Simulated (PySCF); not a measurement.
Input of a response calculation (the driver script's job line, then coordinates in Å):

```
{"job": {"kind": "uv", "xc": "B3LYP", "basis": "def2-SVPD", "ip": false, "nstates": 10}, "charge": 0, "multiplicity": 1}
Sn     0.431748     0.142364    -0.624935
C      0.475051     0.080123     1.558618
C     -0.909399     0.151441     2.084634
C     -1.649354    -0.879594     2.511028
H      1.091981     0.926035     1.900059
H      0.978392    -0.855569     1.847962
H     -1.372508     1.147634     2.079138
H     -1.247419    -1.897978     2.540651
H     -2.678617    -0.739917     2.849454
C      2.442450     0.283272    -1.393376
H      2.936276     1.186685    -1.007026
H      2.427224     0.334391    -2.491901
H      3.030801    -0.595428    -1.091728
C     -0.718747     1.860813    -1.231317
H     -0.784968     1.909963    -2.327978
H     -0.248085     2.786195    -0.868464
H     -1.736747     1.797691    -0.820738
C     -0.533158    -1.666810    -1.279294
H     -1.483001    -1.782829    -0.737208
H      0.101828    -2.539464    -1.068697
H     -0.740517    -1.632997    -2.358472
```

Output (SCF cycles cut):

```
converged SCF energy = -451.2520396755

Static polarisability (au): isotropic 119.369, principal 105.199 111.104 141.805

Singlet excitations
state   eV       nm        f      main configurations
  1   5.4760    226.4   0.04094   H->L 0.86, H->L+1 0.12
  2   5.9348    208.9   0.24800   H->L+1 0.72, H->L+2 0.11, H->L 0.10
  3   6.2679    197.8   0.05216   H->L+2 0.77, H->L+3 0.11
  4   6.3276    195.9   0.05695   H->L+3 0.61, H->L+4 0.26
  5   6.4168    193.2   0.03706   H->L+4 0.69, H->L+3 0.24
  6   6.6557    186.3   0.07135   H-1->L 0.95
  7   6.7088    184.8   0.11829   H-2->L 0.82, H-2->L+1 0.13
  8   6.8231    181.7   0.01389   H-1->L+1 0.92
  9   6.9192    179.2   0.03004   H-2->L+1 0.77, H-2->L 0.12
 10   6.9955    177.2   0.06212   H->L+5 0.94

Triplet excitations (Tamm-Dancoff, eV): 4.0609 5.4033 6.1215 6.1912
```

Computed, not measured: TDDFT B3LYP/def2-SVPD, vertical, gas phase, core orbitals frozen in the response, def2 core potentials past Kr (PySCF). The structure is a single PBE0-D3(BJ)/def2-SVP conformer in the gas phase; no vibrational or solvent corrections. Atoms past krypton carry effective core potentials; spin–orbit coupling is left out.

Task: What share of the summed oscillator strength falls to the strongest level in this window?

Result: State 2 at 209 nm: 0.2480 of 0.7308, or 34%.

Task: What transition dipole goes with state 2?

Result: |μ|² = 3f / (2ΔE) = 3 × 0.2480 / (2 × 0.2181) = 1.706 au, so |μ| = 3.32 D.

Task: Give the mean polarisability in Å³.

Result: 119.37 au × 0.148185 = 17.69 Å³.

Task: Give the energy of state 8 in hartree, cm⁻¹ and kJ/mol.

Result: 0.25074 hartree, 55032 cm⁻¹, 658.3 kJ/mol.

Task: Which orbital energies lie behind H and L?

Result: HOMO -6.30 eV and LUMO -0.16 eV, a gap of 6.14 eV; state 1 differs from that by -0.67 eV.

Task: Write the structure that the coordinates describe.

Result: Sn(eta1-allyl)Me3 (`C=C[CH2][Sn]([CH3])([CH3])[CH3]`) (C6H14Sn), point group C1.

H and L stand for HOMO and LUMO.

On one thread, Intel Xeon at 2.50 GHz (x86_64), on a shared host, this took 4.1 min wall, 3.7 min CPU (with the writing of density and orbital grids) and 1.2 GiB of memory at its peak.
